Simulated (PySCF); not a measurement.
## Cu⁺: excitation energy

Cu⁺ [Ar] 3d10 (1S) → Cu⁺ [Ar] 3d9 4s1 (3D), as a difference of total energies. All numbers are calculated (PySCF 2.14, the spin-free X2C one-electron Hamiltonian (Gaussian nucleus), in x2c-TZVPPall with one added diffuse shell each of s, p, d, f type (7s6p5d3f1g, 80 functions)). Correlated levels: valence: [Ar] frozen. The calculations carry no spin-orbit coupling.

```tsv
method	excitation energy (eV)	error (eV)
UHF	0.717	-2.091
MP2 (valence)	3.467	+0.659
SCS-MP2 (valence)	3.189	+0.381
CCSD (valence)	2.509	-0.299
CCSD(T) (valence)	2.662	-0.146
```

Reference: 2.808 eV (measured; NIST levels, between the centres of gravity of the two terms).

Errors of the correlated levels include the incompleteness of this basis and the frozen core.
